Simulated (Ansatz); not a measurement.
An input meant for the cluster Cs₄⁻ (charge -1, doublet).

```yaml
crystal:
  periodic: [false, false, false]
  atoms:
    - {symbol: Cs, position_ang: [2.505495, 3.311296, 2.433078]}
    - {symbol: Cs, position_ang: [1.702471, -1.613596, 0.823458]}
    - {symbol: Cs, position_ang: [1.702471, -1.663596, 0.523458]}
    - {symbol: Cs, position_ang: [-2.496760, -3.315565, -2.436039]}
basis:
  gaussian: {orbitals: def2-mTZVPP}
total_charge: -1
magnetization: {spin_polarized: true, initial_magnetization: 1}
hamiltonian: {xc: {name: r2SCAN}}
scf: {omitted_lower_state_checks: [starts]}
output: {forces: true}
```

```sh
$ ansatz run in.yaml --threads 4 --pin off --events-out ev --progress --plain --max-ram 3916MiB
```

Output, abridged:

```
Functional definition: r2SCAN
1272 factors; their error is unknown
mean field evaluation 1: about 654.2408 eV, gradient 2.0e1 eV
mean field evaluation 2: about 1120.4914 eV, gradient 6.5e1 eV
mean field evaluation 4: about 646.6347 eV, gradient 1.2e1 eV
mean field evaluation 8: about 643.9635 eV, gradient 6.4e0 eV
mean field evaluation 16: about 642.6220 eV, gradient 3.9e-2 eV
mean field 642.62189488 eV, 23.6159190520 hartree, gradient 1.7e-5 eV, S^2 1.265430; 0 other end points of the search recorded, 0 dependent functions left out
reference 642.62155781 eV, 23.6159066649 hartree; 19, 18 occupied and 97, 98 virtual orbitals, 1272 factors
Total energy: 642.62155781 eV, 23.6159066649 hartree
Atom 0 at     2.505495     3.311296     2.433078 Å, force    -0.069415    -0.253176    -0.114862 eV/Å
Atom 1 at     1.702471    -1.613596     0.823458 Å, force    -0.399920  2030.811261 12185.604145 eV/Å
Atom 2 at     1.702471    -1.663596     0.523458 Å, force     0.313139 -2030.658117 -12185.637539 eV/Å
Atom 3 at    -2.496760    -3.315565    -2.436039 Å, force     0.156197     0.100031     0.148255 eV/Å
Dipole moment:     0.235194    -0.309955     0.057645 e Å
Checks for a lower state left out: starts
```

Task: What is wrong with this run?

Result: One atom was put on top of another. The calculation finished and met its thresholds. The result belongs to that input, not to the species as meant. The highest occupied level of an anion often lies above zero with these methods, and sets without diffuse functions describe the outer electron poorly. The charge -1 doublet is spin-contaminated (final ⟨S²⟩ up to 1.27, 0.75 for a pure state).
